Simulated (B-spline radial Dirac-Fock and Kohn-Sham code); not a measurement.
# Total conversion coefficients of Bi against transition energy

These are calculated numbers from a radial B-spline solver; the model is a Dirac-Hartree-Slater potential of the neutral atom with a Latter tail (no hole, which puts coefficients of high multipoles low close above an edge), finite nucleus with surface currents. Subshells within 1 keV of threshold and pair formation are left out.

| energy (keV) | E1 | E2 | E5 | M2 | M3 | M4 |
| --- | --- | --- | --- | --- | --- | --- |
| 12 | 7.11 | 52800 | 1.59e+12 | 152000 | 1.12e+08 | 3.71e+10 |
| 20 | 7.22 | 16400 | 1.44e+10 | 47100 | 1.16e+07 | 1.16e+09 |
| 31.9 | 2.09 | 1620 | 2.60e+08 | 5190 | 555000 | 3.22e+07 |
| 35.3 | 1.59 | 983 | 1.13e+08 | 3240 | 291000 | 1.50e+07 |
| 36.5 | 1.45 | 834 | 8.65e+07 | 2780 | 236000 | 1.17e+07 |
| 46.9 | 0.739 | 244 | 1.18e+07 | 881 | 49100 | 1.83e+06 |
| 50 | 0.622 | 179 | 7.19e+06 | 659 | 33100 | 1.15e+06 |
| 70.1 | 0.249 | 34.8 | 548000 | 146 | 4320 | 103000 |
| 87.8 | 0.136 | 11.9 | 103000 | 55.3 | 1170 | 21700 |
| 100 | 0.446 | 6.92 | 39600 | 84.6 | 652 | 9090 |
| 107 | 0.378 | 5.18 | 24200 | 65.7 | 470 | 5850 |
| 115 | 0.316 | 3.83 | 14400 | 50.3 | 334 | 3690 |
| 168 | 0.123 | 0.856 | 980 | 12.7 | 60.5 | 389 |
| 200 | 0.0803 | 0.455 | 297 | 6.85 | 28.8 | 151 |
| 218 | 0.0651 | 0.338 | 167 | 5.08 | 20.1 | 96.6 |
| 229 | 0.0578 | 0.286 | 120 | 4.29 | 16.5 | 75.2 |
| 314 | 0.0275 | 0.106 | 16.3 | 1.49 | 4.70 | 16.4 |
| 348 | 0.0218 | 0.0792 | 8.82 | 1.07 | 3.18 | 10.2 |
| 500 | 0.00996 | 0.0309 | 1.25 | 0.343 | 0.850 | 2.17 |
| 594 | 0.00702 | 0.0207 | 0.557 | 0.205 | 0.470 | 1.09 |
| 780 | 0.00414 | 0.0116 | 0.182 | 0.0933 | 0.193 | 0.394 |
| 959 | 0.00283 | 0.00764 | 0.0869 | 0.0526 | 0.102 | 0.191 |
| 1000 | 0.00262 | 0.00704 | 0.0756 | 0.0470 | 0.0898 | 0.166 |
| 1300 | 0.00165 | 0.00427 | 0.0336 | 0.0234 | 0.0419 | 0.0713 |
| 1630 | 0.00112 | 0.00281 | 0.0180 | 0.0131 | 0.0224 | 0.0360 |
| 1800 | 0.000954 | 0.00234 | 0.0139 | 0.0102 | 0.0172 | 0.0270 |
| 2000 | 0.000802 | 0.00193 | 0.0106 | 0.00781 | 0.0130 | 0.0201 |

Question: How fast do they fall between 1630 and 2000 keV?

Answer: As powers of the energy: E1 E^-1.65, E2 E^-1.83, E5 E^-2.56, M2 E^-2.51, M3 E^-2.65, M4 E^-2.86. Within one type (E or M) the higher multipoles fall faster.
